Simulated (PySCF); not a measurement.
OsO₄ (singlet state).
Bonds: Os1–O2, Os1–O3, Os1–O4, Os1–O5.

Computed by this run: PBE0-D3(BJ)/def2-SVP geometry optimisation, gas phase, def2 core potentials past Kr (PySCF); density fitting, grid level 1; the optimiser is geomeTRIC in internal coordinates, started from a GFN2-xTB structure with every atom displaced at random (about 0.03 Å).

Step 0: E = -10638.2064 eV
```
atom  x, y, z in Å  |  force x, y, z in eV/Å
Os1     0.0611   -0.0767    0.0125  -12.469   3.910   0.333
O2     -0.0068   -0.0310    1.6127    0.392  -0.305   7.792
O3      1.4624    0.0031   -0.5753   15.710  -0.051  -5.663
O4     -0.6706    1.3326   -0.5313   -1.051   1.298  -0.489
O5     -0.7713   -1.3386   -0.5807   -2.582  -4.852  -1.973
```

Task: Estimate the geometry and energy of step 1. (The exact step hangs on the optimiser's Hessian estimate; all steps are aligned on step 0, rigid shifts and turns removed.)

Result: E = -10640.0663 eV, largest force 0.747 eV/Å
```
atom  x, y, z in Å  |  force x, y, z in eV/Å
Os1     0.0184   -0.0329   -0.0055   -0.568   0.459  -0.154
O2      0.0044   -0.0450    1.6947    0.128  -0.080  -0.449
O3      1.6035   -0.0289   -0.5971    0.025  -0.145   0.175
O4     -0.7417    1.3904   -0.5527    0.172  -0.612   0.226
O5     -0.8098   -1.3941   -0.6013    0.242   0.378   0.202
```

The energy changes by -1.8599 eV. The first-order estimate −F·Δx gives -4.2573 eV and the mean of the old and new forces, exact on a quadratic surface, -2.0938 eV. The step makes an angle of 32° with the force vector and moves no atom by more than 0.146 Å.

The cost below is that of the whole optimisation. Hardware: Arm Neoverse V2, one thread, on a shared host. Cost: 20 s, 0.34 GiB resident at most.
